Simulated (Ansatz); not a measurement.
`OB(O)[SiH2]F`. Charge 0, multiplicity 1.

```xyz
9

O    -1.231    0.492    1.247
B    -0.127   -0.111    0.715
O     0.642   -0.873    1.528
Si    0.395    0.044   -1.247
F     1.986    0.176   -1.415
H    -1.717    1.049    0.636
H     0.318   -0.893    2.436
H    -0.046   -1.138   -2.035
H    -0.220    1.254   -1.865
```

(1) What are the harmonic wavenumbers in cm⁻¹ at PBE0-D4/def2-TZVP (Ansatz, finite differences of forces, unscaled)? (An estimate is asked.)

(2) Is this a minimum?

(3) Give the ideal-gas thermochemistry at 298.15 K and 1 bar (rigid rotor, harmonic oscillator; point group C1, symmetry number 1).

(4) Rotational constants (cm⁻¹)?

## Answers

(1) Computed: 24, 125, 239, 342, 417, 528, 576, 591, 660, 740, 855, 906, 952, 996, 1012, 1306, 1418, 2196, 2217, 3822, 3906.

(2) Yes, all 21 modes are real.

(3) Zero-point energy 142.5 kJ/mol; H(298) − E = 162.3 kJ/mol; entropy 344.5 J/(mol·K), of which translation 165.5, rotation 112.1, vibration 66.9; G(298) − E = 59.6 kJ/mol. Modes under 100 cm⁻¹ are hindered rotations or soft bends, so the harmonic entropy is rough.

(4) 0.2321, 0.07651, 0.06159.
